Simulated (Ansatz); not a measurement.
The same path of CH6S2Si (10 atoms, charge 0, multiplicity 1) was run twice with different band settings. The coordinate that changes most is the dihedral Si1–S2–C3–H9.

Level of theory: RHF/6-31G* (Ansatz).

Relaxed end points:

```xyz
10
Properties=species:S:1:pos:R:3
Si -1.239 1.144 -0.435
S -0.015 0.542 1.230
C 0.645 -1.075 0.700
S 1.674 -1.104 -0.796
H -2.036 -0.006 -0.895
H -2.110 2.200 0.106
H -0.454 1.680 -1.556
H 1.205 -1.450 1.543
H -0.166 -1.763 0.509
H 2.580 -0.218 -0.403
```

```xyz
10
Properties=species:S:1:pos:R:3
Si -1.672 0.871 0.021
S 0.447 1.016 0.324
C 0.994 -0.617 -0.297
S 2.760 -0.905 -0.022
H -2.227 -0.271 0.771
H -2.237 2.135 0.513
H -1.988 0.686 -1.408
H 0.419 -1.405 0.165
H 0.855 -0.671 -1.367
H 2.733 -0.889 1.304
```

Common settings: spring 5.0 eV/Å²; optimiser quadratic models (default); start path IDPP; force threshold 0.05 eV/Å; iteration limit 60; end points relaxed.

| run | movable images | climbing image |
| --- | --- | --- |
| 1 | 7 | yes |
| 2 | 8 | no |

(1) What does each run give, and how far can it be trusted?

Results:

(1) Run 1: converged after 5 iterations, highest image 0.108 eV above the first end. A vibrational analysis at the climbing image gives one clearly imaginary mode, 67i cm⁻¹: a first-order saddle point.
Run 2: converged after 8 iterations, highest image 0.107 eV above the first end. No image climbed, so the highest image needn't sit at the top of the path.
